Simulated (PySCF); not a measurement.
Stretching DyF

Set-up: PySCF, spin-free X2C with a Gaussian nucleus, basis sets Dy x2c-SVPall, F x2c-SVPall. Energies in eV from Dy (4f10 6s2) + F in their ground configurations at the same level. All curves are PBE0. state 1: sextet, about 9.5 electrons in the 4f shell (Mulliken), real f orbitals that mix terms; state 2: sextet, about 9.1 electrons in the 4f shell (Mulliken), real f orbitals that mix terms, a second solution, started from another occupation; state 3: Ms = 1.5 determinant of mixed spin, about 10.0 electrons in the 4f shell (Mulliken), real f orbitals that mix terms, a second solution, started from another occupation.

| R (Å) | state 1 | state 2 | state 3 |
| --- | --- | --- | --- |
| 1.699 | -4.683 | -4.553 | -3.824 |
| 1.778 | -5.337 | -5.032 | -4.603 |
| 1.857 | -5.691 | -5.346 | -5.074 |
| 1.917 | -5.813 | -5.429 | -5.274 |
| 1.976 | -5.843 | -5.414 | -5.374 |
| 2.035 | -5.805 | -5.326 | -5.395 |
| 2.114 | -5.675 | -5.127 | -5.332 |
| 2.213 | -5.428 | -4.791 | -5.151 |
| 2.332 | -5.063 | -4.321 | -4.841 |
| 2.490 | -4.528 | -3.660 | -4.353 |

Put a parabola through the three lowest points of the state 1 curve and estimate Re, k and ωe (reduced mass 17.03 u; 1 eV/Å² = 0.16022 mdyn/Å; ωe = 1302.8·√(k/μ) cm⁻¹).

Through R = 1.917, 1.976, 2.035 Å the second-order coefficient is 9.77 eV/Å², so Re ≈ 1.973 Å, k ≈ 3.13 mdyn/Å and ωe ≈ 559 cm⁻¹. A polynomial fit of higher order to the unrounded PBE0 energies gives Re = 1.970 Å, k = 3.24 mdyn/Å, ωe = 568 cm⁻¹; anharmonicity and rounding make the difference.

The higher-order fit for each curve: state 1: Re = 1.970 Å, ωe = 568 cm⁻¹, De = 5.84 eV; state 3: Re = 2.024 Å, ωe = 537 cm⁻¹, minimum 5.40 eV below the ground-state fragments. State 2 gave no clean fit.

These are scalar-relativistic numbers at best; spin–orbit coupling would shift them, the dissociation energy most. With d or f electrons several states lie close, and the lowest PBE0 determinant need not be the measured ground state.
